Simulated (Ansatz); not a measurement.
Relaxation of BrCl$_{3}$FHHf (7 atoms, charge 0, multiplicity 1), to a largest force component of 0.03 eV/Å in at most 50 steps.

Method: RKS B3LYP-D4/def2-SVP in Ansatz.

```xyz
7
Properties=species:S:1:pos:R:3
Hf -0.609 0.000 -0.430
F 0.114 0.000 2.661
Cl 1.685 0.000 0.025
Cl -0.950 1.854 -1.792
Cl -0.950 -1.854 -1.792
Br -2.711 0.000 1.204
H -0.710 0.000 3.085
```

Problem. Where does it end, and by what steps?

Solution. The run converged. After 8 steps the energy has fallen by 0.360 eV; H7 moved furthest, 0.66 Å. Joined: Hf1–F2 (3.17 → 2.31 Å).

```json
{"step": "0", "energy less start (eV)": "0.0000", "largest force component (eV/Å)": "0.973", "accepted": "yes"}
{"step": "1", "energy less start (eV)": "-0.0337", "largest force component (eV/Å)": "1.415", "accepted": "yes"}
{"step": "2", "energy less start (eV)": "-0.2015", "largest force component (eV/Å)": "0.497", "accepted": "yes"}
{"step": "3", "energy less start (eV)": "-0.3086", "largest force component (eV/Å)": "0.697", "accepted": "yes"}
{"step": "4", "energy less start (eV)": "-0.3471", "largest force component (eV/Å)": "0.132", "accepted": "yes"}
{"step": "5", "energy less start (eV)": "-0.3481", "largest force component (eV/Å)": "0.502", "accepted": "yes"}
{"step": "6", "energy less start (eV)": "-0.3575", "largest force component (eV/Å)": "0.098", "accepted": "yes"}
{"step": "7", "energy less start (eV)": "-0.3595", "largest force component (eV/Å)": "0.112", "accepted": "yes"}
{"step": "8", "energy less start (eV)": "-0.3599", "largest force component (eV/Å)": "0.009", "accepted": "yes"}
```

```xyz
7
Properties=species:S:1:pos:R:3
Hf -0.491 0.000 -0.104
F -0.009 0.000 2.158
Cl 1.870 0.000 -0.071
Cl -0.927 1.882 -1.407
Cl -0.927 -1.882 -1.407
Br -2.715 0.000 1.330
H -0.934 0.000 2.463
```

Whether the end is a true minimum wasn't checked by a vibrational analysis.

Time of the run: 37 s on 4 threads of Arm Neoverse V2 (shared host), peak memory 0.43 GiB.
